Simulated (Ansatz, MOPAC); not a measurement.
Species: BNH3, charge 0, multiplicity 2. SMILES: [BH]N
Coordinates optimised at B3LYP-D3(BJ)/def2-TZVP (Ansatz, a first-principles code):
```xyz
5

B     -0.8557    -0.0049    -0.0224
N      0.5158    -0.1008     0.0086
H     -1.4780     1.0104     0.0090
H      1.1355     0.6983     0.0620
H      1.0102    -0.9785    -0.0196
```
Charge 0, spin multiplicity 2.

Quantity: enthalpy of formation at 298 K, in kcal/mol. Conventions: no dispersion term unless named; valence correlation only; open shells spin-unrestricted; 6-31G* and kin with 6d, 5d where marked; 6-311+G** with 5d; non-relativistic; spin-orbit terms left out. Basis-set limits of correlation are two-point, X^-3; Hartree-Fock from the larger set. Ab initio and DFT rows: single points at B3LYP-D3(BJ) geometries (Ansatz), with unscaled harmonic terms from B3LYP/6-31G* at its own minima, enthalpies of formation by atomisation with measured atoms. Semi-empirical rows: MOPAC heats of formation at their own minima for 298 K.

Coupled cluster (Ansatz) is a level with limits of its own, used here on species with T1 under 0.025 (0.045 for open shells) and stable references: CCSD(T)/CBS(def2-TZVPPD,def2-QZVPPD).

Value to compare with, CCSD(T)/CBS(def2-TZVPPD,def2-QZVPPD) (Ansatz): 36.8 kcal/mol.

```tsv
level	program	enthalpy of formation at 298 K (kcal/mol)	difference
MNDO	MOPAC	22.5	-14.3
HF/STO-3G	Ansatz	89.5	52.7
BLYP/6-31G*	Ansatz	35.7	-1.1
B3LYP/STO-3G	Ansatz	-28.7	-65.5
B3LYP/6-31G	Ansatz	43.6	6.8
B3LYP/6-31G*	Ansatz	35.6	-1.2
B3LYP/def2-SVP	Ansatz	28.9	-7.9
B3LYP/cc-pVDZ	Ansatz	37.9	1.1
PBE0/6-311+G**	Ansatz	33.4	-3.4
MP2/STO-3G	Ansatz	52.7	15.9
wB97M-V/def2-TZVPD	Ansatz	32.5	-4.3
wB97X-V/def2-TZVPD	Ansatz	33.5	-3.3
```

Among the 10 habitual levels, B3LYP/STO-3G lies farthest from CCSD(T)/CBS(def2-TZVPPD,def2-QZVPPD) (Ansatz) (-65.5 kcal/mol); 4 of 10 lie above it, and their mean absolute difference is 17.0 kcal/mol, the median 7.3. One case shows no general order.

The levels are drawn from those run, B3LYP/6-31G* more often than the rest, none by its result; runs whose electronic state is in doubt are left out.
